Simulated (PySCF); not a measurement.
**Dipole response of H⁻ (hydrogen, charge -1)**

1s2, closed-shell 1S. Computed with PySCF 2.14 in dyall-av3z, with the non-relativistic Hamiltonian (point nucleus). Coupled (time-dependent) response in atomic units; α is the mean over directions.

```tsv
method	mean α (bohr³)	C₆ (like pair)	S(−4)
UHF	34.02	214.1	562.0
```

S(−4) is the Cauchy moment in α(ω) = α(0) + S(−4) ω² + …

α(iu) at UHF:

```json
{"u (hartree)": "0", "α(iu) (bohr³)": "34.02"}
{"u (hartree)": "0.0500", "α(iu) (bohr³)": "32.67"}
{"u (hartree)": "0.100", "α(iu) (bohr³)": "29.20"}
{"u (hartree)": "0.200", "α(iu) (bohr³)": "20.50"}
{"u (hartree)": "0.300", "α(iu) (bohr³)": "13.72"}
{"u (hartree)": "0.500", "α(iu) (bohr³)": "6.689"}
{"u (hartree)": "0.750", "α(iu) (bohr³)": "3.364"}
{"u (hartree)": "1.00", "α(iu) (bohr³)": "1.993"}
{"u (hartree)": "1.50", "α(iu) (bohr³)": "0.9278"}
{"u (hartree)": "2.00", "α(iu) (bohr³)": "0.5343"}
{"u (hartree)": "3.00", "α(iu) (bohr³)": "0.2442"}
{"u (hartree)": "5.00", "α(iu) (bohr³)": "0.09038"}
```

A single London oscillator, α(iu) = α/(1 + u²/ω²), gives C₆ = (3/4) ω α². Matching the computed C₆ needs ω = 4 × 214.1 / (3 × 34.02²) = 0.247 hartree.

For an ion, C₆ is the dispersion term alone; charge-induced terms of lower order in 1/R come first.
